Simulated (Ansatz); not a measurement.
Reaction (redistribution): `[Cl][Ga-]1([Cl])[O]C=CC=[O+]1` + `C=[CH][Al]([CH3])[CH3]` → `C=[CH][Ga]([Cl])[Cl]` + `[CH3][Al-]1([CH3])[O]C=CC=[O+]1`

Calculated with Ansatz (gas phase, PBE0-D4/def2-TZVP geometries, no zero-point term in ΔE). CBS: MP2 limit from def2 TZ/QZ plus the TZ coupled-cluster correction, frozen cores. DFT in def2-TZVPP. B3LYP here is the variant with VWN-RPA as its local correlation; programs differ in this. For Ga outer-core shells are correlated without core-valence functions, which leaves a few kJ/mol of doubt a bond. Scalar relativity is left out up to krypton. Each species was taken in one conformer, which may not be the lowest.

```csv
level,ΔE (kJ/mol),difference from CCSD(T)/CBS
revPBE-D4,-99.2,1.9
r2SCAN-D4,-100.4,0.7
PBE0-D4,-99.2,1.9
B3LYP-D4,-102.3,-1.2
ωB97M-V,-100.3,0.8
PBE-QIDH,-95.4,5.7
r2SCANh,-100.2,0.9
HF/def2-QZVPP,-92.8,8.3
SCS-MP2/def2-QZVPP,-98.9,2.2
CCSD/CBS(def2),-102.2,-1.1
CCSD(T)/CBS,-101.1,0
```

Largest T1 diagnostic among the species: 0.016.

Leaving LDA and LC-ωPBE aside and taking each functional with its dispersion term where it has one, the values, not all of them listed here, spread over 8.1 kJ/mol, from BLYP-D4 to PBE-QIDH. At CCSD(T), def2-SVP lies +9.9 kJ/mol from the extrapolated value and def2-TZVPP +8.8 kJ/mol.
